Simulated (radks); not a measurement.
Spherical quantum dot in the effective-mass picture: electrons in a parabolic well V = omega^2 r^2 / 2 with omega = 0.277, with a point charge +2 (a donor) at the centre, all in effective atomic units (hartree* = m*/eps^2 hartree, bohr* = eps/m* bohr), one dielectric constant everywhere. Calculated with a radial shooting solver with Libxc functionals: non-relativistic Kohn-Sham, LDA (Slater exchange, Perdew-Wang correlation), spin-polarised, spherical densities. Levels are named by radial order and angular momentum (1s, 1p, 1d, 2s, ...), and open shells are averaged over m. Results are scaled to m* = 0.146 and eps = 10.3, for which hartree* = 37.45 meV and bohr* = 3.733 nm.

N = 17, configuration 1s2 1p6 1d(up 5, down 2) 2s2. This is the lowest configuration that the search found. Occupied and some empty levels:

| level | occupation | eigenvalue (meV) | <r> (nm) |
|---|---|---|---|
| 1s up | 1 | 117.28 | 3.733 |
| 1s down | 1 | 117.29 | 3.710 |
| 2s up | 1 | 136.73 | 15.77 |
| 2s down | 1 | 137.45 | 15.73 |
| 1p up | 3 | 138.15 | 15.79 |
| 1p down | 3 | 138.85 | 15.71 |
| 1d up | 5 | 142.91 | 18.09 |
| 1d down | 2 | 143.66 | 18.13 |
| 1f up | 0 | 148.15 | 19.65 |
| 1f down | 0 | 148.88 | 19.73 |
| 2p up | 0 | 149.59 | 16.24 |
| 2p down | 0 | 150.04 | 16.28 |
| 1g up | 0 | 153.94 | 20.95 |
| 1g down | 0 | 154.62 | 21.04 |

Energy (meV): total 1199.80, kinetic 220.92, external -50.834, Hartree 1190.9, exchange-correlation -161.18.

Electron density:

| r (nm) | n(r) (e/nm^3) |
|---|---|
| 0.661 | 0.03527 |
| 2.32 | 0.006905 |
| 3.98 | 0.001650 |
| 5.64 | 0.0005588 |
| 7.30 | 0.0003514 |
| 8.96 | 0.0003499 |
| 10.6 | 0.0003880 |
| 12.3 | 0.0004169 |
| 13.9 | 0.0004197 |
| 15.6 | 0.0003910 |
| 17.3 | 0.0003336 |
| 18.9 | 0.0002581 |
| 20.6 | 0.0001788 |
| 22.2 | 0.0001099 |
| 23.9 | 0.00005949 |
| 25.6 | 0.00002822 |
| 27.2 | 0.00001172 |
| 28.9 | 4.253e-06 |
| 30.5 | 1.350e-06 |
| 32.2 | 3.747e-07 |
